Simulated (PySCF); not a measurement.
Isomers of CH11FSi4, one GFN2-xTB conformer each. Single-point energies are computed at PBE0/pcSseg-1 (PySCF, gas phase, no added dispersion term), electronic only.

Question: Rank them by PBE0/pcSseg-1 energy, lowest first (kJ/mol).
A. `[F:1][SiH2:2][CH2:3][SiH:4]([SiH3:5])[SiH3:6]` with F1–Si2–C3–Si4 54°, Si2–C3–Si4–Si5 65°
B. `[F:1][CH2:2][Si@@H:3]([SiH3:4])[SiH2:5][SiH3:6]` with F1–C2–Si3–Si4 -67°, C2–Si3–Si5–Si6 -64°
C. `[F:1][SiH2:2][SiH2:3][CH:4]([SiH3:5])[SiH3:6]` with F1–Si2–Si3–C4 61°, Si2–Si3–C4–Si5 63°
D. `[F:1][SiH2:2][SiH2:3][CH2:4][SiH2:5][SiH3:6]` with F1–Si2–Si3–C4 41°, Si2–Si3–C4–Si5 56°, Si3–C4–Si5–Si6 59°
E. `[CH3:1][Si@H:2]([F:3])[SiH:4]([SiH3:5])[SiH3:6]` with C1–Si2–Si4–Si5 123°
F. `[F:1][SiH2:2][Si@H:3]([SiH3:4])[CH2:5][SiH3:6]` with F1–Si2–Si3–Si4 -22°, Si2–Si3–C5–Si6 -176°

Answer: E (0.0), A (14.9), F (40.7), C (45.4), D (46.5), B (219.8).

As drawn, the lowest has an Si–F bond, which the highest lacks. Neighbours under 10 kJ/mol apart (F[SiH2][Si@H]([SiH3])C[SiH3] and F[SiH2][SiH2]C([SiH3])[SiH3]; F[SiH2][SiH2]C([SiH3])[SiH3] and F[SiH2][SiH2]C[SiH2][SiH3]) can change places with a better method, another conformer or zero-point energy. GFN2-xTB itself gives, in the same order: 55.5, 26.0, 23.8, 0.0, 25.8, 239.6. GFN2-xTB puts F[SiH2][SiH2]C([SiH3])[SiH3] lowest instead; measured from each level's own lowest isomer, the values differ by up to 55.5 kJ/mol (C[Si@H](F)[SiH]([SiH3])[SiH3]: 55.5 against 0.0).

Q: Which frontier levels, dipoles and rotational constants go with these structures?

A: 
```json
{"SMILES": "C[Si@H](F)[SiH]([SiH3])[SiH3]", "HOMO (eV, PBE0/pcSseg-1)": "-8.19", "LUMO (eV)": "-0.89", "dipole (D)": "1.65", "A, B, C (MHz)": "1409, 1059, 672.8"}
{"SMILES": "F[SiH2]C[SiH]([SiH3])[SiH3]", "HOMO (eV, PBE0/pcSseg-1)": "-8.29", "LUMO (eV)": "-0.56", "dipole (D)": "1.99", "A, B, C (MHz)": "1411, 1051, 746.6"}
{"SMILES": "F[SiH2][Si@H]([SiH3])C[SiH3]", "HOMO (eV, PBE0/pcSseg-1)": "-8.12", "LUMO (eV)": "-1.21", "dipole (D)": "2.08", "A, B, C (MHz)": "2019, 744.8, 571.8"}
{"SMILES": "F[SiH2][SiH2]C([SiH3])[SiH3]", "HOMO (eV, PBE0/pcSseg-1)": "-8.59", "LUMO (eV)": "-0.87", "dipole (D)": "1.91", "A, B, C (MHz)": "1686, 922.3, 788.8"}
{"SMILES": "F[SiH2][SiH2]C[SiH2][SiH3]", "HOMO (eV, PBE0/pcSseg-1)": "-8.50", "LUMO (eV)": "-0.88", "dipole (D)": "1.56", "A, B, C (MHz)": "2081, 676.0, 665.5"}
{"SMILES": "FC[Si@@H]([SiH3])[SiH2][SiH3]", "HOMO (eV, PBE0/pcSseg-1)": "-8.17", "LUMO (eV)": "-0.76", "dipole (D)": "1.50", "A, B, C (MHz)": "1558, 864.5, 778.5"}
```
